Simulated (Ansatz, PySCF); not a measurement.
Two conformers of C4H9F (SMILES CCCCF), B3LYP-D3(BJ)/def2-TZVP minima.
Conformer 1 (charge 0, multiplicity 1):
```
atom    x (Å)    y (Å)    z (Å)
----  -------  -------  -------
C     -1.9212   0.0975   0.3629
C     -0.6299  -0.1571  -0.4085
C      0.6173   0.2067   0.3942
C      1.9116  -0.0547  -0.3413
F      2.0578  -1.4250  -0.5960
H     -1.9517  -0.4924   1.2821
H     -2.7977  -0.1675  -0.2308
H     -2.0141   1.1498   0.6428
H     -0.5723  -1.2088  -0.6977
H     -0.6369   0.4193  -1.3396
H      0.5947   1.2705   0.6574
H      0.6309  -0.3477   1.3377
H      1.9332   0.4534  -1.3094
H      2.7784   0.2558   0.2460
```
Conformer 2 (charge 0, multiplicity 1):
```xyz
14

C      1.515     0.704     0.196
C      0.802    -0.601    -0.157
C     -0.644    -0.697     0.336
C     -1.632     0.216    -0.355
F     -1.425     1.557    -0.002
H      1.033     1.564    -0.265
H      2.555     0.677    -0.135
H      1.513     0.868     1.276
H      0.816    -0.746    -1.242
H      1.363    -1.439     0.267
H     -1.007    -1.719     0.183
H     -0.691    -0.511     1.414
H     -2.659    -0.027    -0.071
H     -1.539     0.155    -1.443
```

No zero-point or thermal terms.

Cores are frozen in the correlated methods. Rows in 6-31G* carry no dispersion term and start afresh at each structure (6-31G* with six Cartesian d functions).

Run with Ansatz (an electronic-structure program) with Gaussian orbitals; PySCF for 6-31G* rows. Values without a source in brackets are computed.

### Question
What is the computed electronic energy of conformer 2 less that of conformer 1 (HF/6-31G*)?

### Answer
1.2 kcal/mol
